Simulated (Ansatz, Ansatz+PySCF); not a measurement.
```yaml
atoms:
  - { symbol: N, position_ang: [0.0000, 0.0000, 0.1216] }
  - { symbol: H, position_ang: [0.9358, 0.0000, -0.2837] }
  - { symbol: H, position_ang: [-0.4679, 0.8105, -0.2837] }
  - { symbol: H, position_ang: [-0.4679, -0.8105, -0.2837] }
```

Basis set: def2-SVP (spherical functions). Correlated methods keep 1 orbital frozen. Charge 0, multiplicity 1.

Computed with Ansatz (development build ahead of 0.2.0); each method stands on the lowest determinant of its kind that the runs found. Restricted open shells among the atoms or ions are ROHF, correlated in semicanonical orbitals with singles. Restricted functionals stand beside restricted open-shell atoms, which can lie above the unrestricted atoms usual in DFT and then raise those values.

Q: Give the atomization energy at this shape (free ground-state atoms in the same class of orbitals less the molecule, no zero-point energy) of singlet NH₃ by ωB97X (restricted), ωB97X (unrestricted), r²SCAN (restricted), r²SCAN (unrestricted), PBE0 (unrestricted), PBE0 (restricted), PBE (restricted), PBE (unrestricted), RHF-CCSD(T), RHF-MP2, RHF, UHF.

A:

```
               method  atomization energy
   ωB97X (restricted)            12.68 eV
 ωB97X (unrestricted)            12.59 eV
  r²SCAN (restricted)            12.56 eV
r²SCAN (unrestricted)            12.50 eV
  PBE0 (unrestricted)            12.54 eV
    PBE0 (restricted)            12.58 eV
     PBE (restricted)            12.83 eV
   PBE (unrestricted)            12.80 eV
          RHF-CCSD(T)            11.86 eV
              RHF-MP2            11.75 eV
                  RHF             8.64 eV
                  UHF             8.54 eV
```
